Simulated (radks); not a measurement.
Results of a calculation; reference values are marked as such.
All-electron atom: Hf63+ in [He] 2s2 2p5 (the NIST ground configuration). Code: a radial shooting solver on a logarithmic mesh with Libxc functionals. Model: scalar-relativistic Kohn-Sham, PBE, spin-polarised, spherical densities, finite nucleus; open shells are filled with parallel spins first (spin-orbit coupling, left out, can overturn this in heavy ions); Fermi nuclear charge, rms radius 5.347 fm.

Normalised radial functions P(r) = r R(r), r in bohr:

r,1s down,2s up,2p up
0.0007654,1.3842,0.5122,0.0109
0.00092,1.6015,0.5918,0.0148
0.001115,1.8600,0.6861,0.0204
0.001351,2.1538,0.7927,0.0281
0.001624,2.4702,0.9068,0.0383
0.001967,2.8380,1.0380,0.0528
0.002384,3.2435,1.1808,0.0728
0.002865,3.6645,1.3262,0.0990
0.003472,4.1312,1.4830,0.1362
0.004207,4.6146,1.6384,0.1870
0.005056,5.0777,1.7770,0.2525
0.006127,5.5372,1.8976,0.3441
0.007423,5.9412,1.9756,0.4659
0.008923,6.2406,1.9889,0.6185
0.01081,6.4189,1.9123,0.8234
0.0131,6.4169,1.7136,1.0825
0.01575,6.2114,1.3822,1.3868
0.01908,5.7650,0.8691,1.7629
0.02312,5.0895,0.1814,2.1892
0.02779,4.2678,-0.6194,2.6235
0.03367,3.3073,-1.5430,3.0637
0.04047,2.3861,-2.4169,3.4187
0.04904,1.5306,-3.1828,3.6490
0.05942,0.8644,-3.6535,3.6656
0.07142,0.4328,-3.7232,3.4373
0.08654,0.1754,-3.3726,2.9484
0.1049,0.0568,-2.6792,2.2740
0.126,0.0150,-1.8695,1.5721
0.1527,0.0027,-1.0849,0.9193
0.1851,0.0003,-0.5137,0.4459
0.2224,0.0000,-0.1999,0.1802
0.2695,0.0000,-0.0562,0.0535

1s down: eigenvalue -71083 eV, 0 radial nodes, <r> = 0.0190 bohr, 90 % of the charge inside 0.0345 bohr. 2s up: eigenvalue -16533.3 eV, 1 radial node at r = 0.0242 bohr, <r> = 0.0787 bohr, 90 % of the charge inside 0.122 bohr. 2p up: eigenvalue -15246.6 eV, 0 radial nodes, <r> = 0.0698 bohr, 90 % of the charge inside 0.113 bohr.
